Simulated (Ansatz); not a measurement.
Reaction (ligand exchange at the Si–O bond): `OCO[SiH2]O` + `N[SiH2][AlH2]` → `O[SiH2]N[SiH2][AlH2]` + `OCO`

Computed with Ansatz on PBE0-D4/def2-TZVP structures; ΔE is electronic, products minus reactants. CCSD(T)/CBS adds triple-zeta CCSD(T) − MP2 to the extrapolated MP2 energy (def2 sets, frozen cores). This one scheme is used for every species. One conformer a species, not always the lowest.

`OCO[SiH2]O`:

```xyz
11

O    -0.051   -0.822   -1.526
C     0.335    0.493   -1.239
O     0.805    0.633    0.068
Si   -0.172    0.319    1.363
O    -0.441   -1.279    1.604
H     0.739   -1.373   -1.520
H     1.136    0.829   -1.905
H    -0.560    1.101   -1.402
H    -1.456    1.032    1.119
H     0.545    0.804    2.556
H    -0.880   -1.737    0.883
```

`N[SiH2][AlH2]`:

Z-matrix (Å, degrees):
```
Si
Al 1 2.457
N 1 1.731 2 109.3
H 1 1.503 2 109.4 3 -126.4
H 1 1.493 2 111.4 3 118.8
H 2 1.590 1 121.3 3 -164.1
H 2 1.593 1 120.4 3 16.9
H 3 1.008 1 120.2 2 178.6
H 3 1.007 1 119.2 2 -39.1
```

`O[SiH2]N[SiH2][AlH2]`:

Cartesian coordinates in Å:
```
O 0.793 -2.157 -1.971
Si 1.366 -0.745 -1.352
N 0.166 0.223 -0.589
Si -0.744 -0.155 0.848
Al -1.227 1.863 2.172
H 0.078 -2.105 -2.607
H 1.958 0.115 -2.413
H 2.382 -1.197 -0.376
H -0.048 1.097 -1.047
H 0.079 -1.135 1.615
H -2.020 -0.875 0.534
H -1.749 1.769 3.670
H -1.034 3.302 1.517
```

`OCO`:

```xyz
7

O     0.034   -0.814    0.907
C     0.271    0.295    0.091
O    -0.510    0.295   -1.067
H    -0.887   -0.785    1.185
H     1.341    0.262   -0.136
H     0.033    1.236    0.598
H    -0.282   -0.488   -1.578
```

| species | MP2/def2-TZVPP energy (Eh) |
| --- | --- |
| `OCO[SiH2]O` | -556.11678 |
| `N[SiH2][AlH2]` | -589.26307 |
| `O[SiH2]N[SiH2][AlH2]` | -954.70983 |
| `OCO` | -190.65707 |

(1) Work out ΔE.

Largest T1 diagnostic among the species: 0.012.

## Answers

(1) ΔE = (-954.70983) + (-190.65707) − (-556.11678) − (-589.26307) = 0.01295 Eh = +8.1 kcal/mol. CCSD(T)/CBS gives +7.9 kcal/mol.

In def2-TZVPP, CCSD(T) changes the Hartree–Fock value by −1.5 kcal/mol (the triples alone add −0.2 kcal/mol) and MP2 by −1.4 kcal/mol.
